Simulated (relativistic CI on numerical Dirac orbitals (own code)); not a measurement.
# One change at a time: Ta¹³⁺

Base calculation: Dirac-Coulomb-Breit CI, orbitals from a KLI potential per configuration, QED by a radiative potential, unscaled Slater integrals.

Configuration list (outside the closed core [Kr]): 4d10.4f12.5s2, 4d10.4f14, 4d10.4f13.5s, 4d10.4f11.5s2.5p, 4d10.4f12.5s.5p, 4d10.4f13.5p, 4d10.4f11.5s.5p2, 4d10.4f12.5s.5d, 4d10.4f13.5d, 4d10.4f12.5s.5g, 4d10.4f11.5s2.6s, 4d10.4f13.6s, 4d9.4f13.5s2, 4d10.4f13.5f. Double excitations out of closed p, d and f shells are left out; levels of such configurations are missing from the list, as are those of other unlisted configurations, and high levels can miss mixing partners.

The lowest level and the first level of each name with at least 55 % of one term (blank where a level has no safe partner in the second run):

| Level | Base (cm⁻¹) | Shift (cm⁻¹) |
| --- | --- | --- |
| 4d10.4f12.5s2 3H_6 | 0.0 | 0.0 |
| 4d10.4f12.5s2 3F_4 | 9061.3 | -230.4 |
| 4d10.4f12.5s2 3H_5 | 14468.9 | +593.7 |
| 4d10.4f12.5s2 3F_3 | 25132.1 | +401.0 |
| 4d10.4f12.5s2 3F_2 | 25960.3 | +12.5 |
| 4d10.4f12.5s2 1I_6 | 57282.1 | -240.1 |
| 4d10.4f11.5s2.5p 5H_7 | 61223.6 | +46716.7 |
| 4d10.4f12.5s2 3P_0 | 61519.0 | -599.3 |
| 4d10.4f12.5s2 3P_1 | 63525.5 | -271.9 |
| 4d10.4f12.5s2 3P_2 | 66017.3 |  |
| 4d10.4f11.5s2.5p 3I_7 | 112860.4 | +46582.4 |
| 4d10.4f11.5s2.5p 3L_7 | 122404.8 | +46938.7 |
| 4d10.4f11.5s2.5p 5H_3 | 125048.0 | +47095.3 |
| 4d10.4f12.5s2 1S_0 | 125847.4 | -373.2 |

At this charge transitions that keep the count of f electrons are usually good to a few per cent. Terms inside the open d or f shell come out 10 to 20 % too wide with unscaled integrals. Levels and lines within the n = 5 or 6 shells can be off by up to 10 % or somewhat more, and those that change n by about 2 %, since core polarisation is missing. Levels that differ in their count of f electrons can be misplaced by several ten thousand cm⁻¹, since the correlation energy of f electrons is missing or only estimated; rates across such gaps can be off by orders of magnitude.

(1) One thing was changed in a second run, which moved the levels as shown. Which?
A. only the first configuration
B. Breit term removed
C. configuration mixing switched off
D. QED terms removed
E. one mean potential for all configurations

## Answers

(1) E. One mean potential for all configurations. One potential for all configurations removes the relaxation of the orbitals, which moves whole configurations and changes the integrals a little.

LS names give the leading component of a level, which can be under half, so a name can repeat, a term be missing and a line seem to break the LS rules.
